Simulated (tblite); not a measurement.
Compound: C₈H₅F₃N₂S₂.
Atom-mapped SMILES: `[CH3:1][S:2][c:3]1[cH:4][cH:5][c:6]([C:7]([F:8])([F:9])[F:10])[c:11]2[n:12][s:13][n:14][c:15]12` (hydrogens: H16, H17, H18 on C1; H19 on C4; H20 on C5)

The geometry is computed with GFN2-xTB (gas phase).

Task: What internal coordinates does the optimisation give?

Result: 
| bond | length (Å) |
| --- | --- |
| C1–S2 | 1.812 |
| S2–C3 | 1.748 |
| C3–C4 | 1.384 |
| C4–C5 | 1.395 |
| C5–C6 | 1.376 |
| C6–C7 | 1.496 |
| C7–F8, C7–F9, C7–F10 | 1.344 |
| C6–C11 | 1.406 |
| C11–N12 | 1.330 |
| N12–S13 | 1.602 |
| S13–N14 | 1.606 |
| N14–C15 | 1.333 |
| C3–C15 | 1.413 |
| C11–C15 | 1.445 |
| C1–H16, C1–H17, C1–H18 | 1.085 |
| C4–H19 | 1.079 |
| C5–H20 | 1.079 |

Bonds in one row agree within 0.01 Å and their mean is given. A selection of angles:
| angle | degrees |
| --- | --- |
| C1–S2–C3 | 105.8 |
| S2–C3–C4 | 116.8 |
| S2–C3–C15 | 125.7 |
| C4–C3–C15 | 117.5 |
| C3–C4–C5 | 122.7 |
| C4–C5–C6 | 121.4 |
| C5–C6–C7 | 122.7 |
| C5–C6–C11 | 118.2 |
| C7–C6–C11 | 119.1 |
| C6–C7–F8 | 112.6 |
| F8–C7–F9 | 106.1 |
| C6–C11–N12 | 127.3 |
| C6–C11–C15 | 120.6 |
| N12–C11–C15 | 112.1 |
| C11–N12–S13 | 109.0 |
| N12–S13–N14 | 98.4 |
| S13–N14–C15 | 109.2 |
| C3–C15–N14 | 129.1 |
| C3–C15–C11 | 119.6 |
| C11–C15–N14 | 111.2 |

Torsions: C1–S2–C3–C4 180° (antiperiplanar); C5–C6–C7–F8 119° (anticlinal).

The C–S distances run from 1.748 Å (S2–C3, drawn single) to 1.812 Å (C1–S2, drawn single), a spread of 0.064 Å. The 5-membered ring C11–N12–S13–N14–C15 has internal angles of 98.4° to 112.1°; it is planar, 0.00 Å rms from its mean plane, widest ring torsion 0°. The 7 C–C bonds span 1.376 Å (C5–C6, aromatic) to 1.496 Å (C6–C7, drawn single), a spread of 0.120 Å. Of the pairs four or more bonds apart, C1···N14 is among the closest relative to their van der Waals radii: 2.80 Å, 86 % of the sum of Bondi's values. All 3 C–F bonds measure 1.343 to 1.344 Å. N12 (pyridine-type nitrogen) is bent (angle 109.0°). The 6-membered ring C3–C4–C5–C6–C11–C15 has internal angles of 117.5° to 122.7° (sum 720°, against 720° for a flat polygon); it is planar, 0.00 Å rms from its mean plane, widest ring torsion 0°.

Point group: Cs (tolerance 0.08 Å). Its GFN2-xTB frequencies are all real (lowest 30 cm⁻¹). The numbers are those of one conformer.
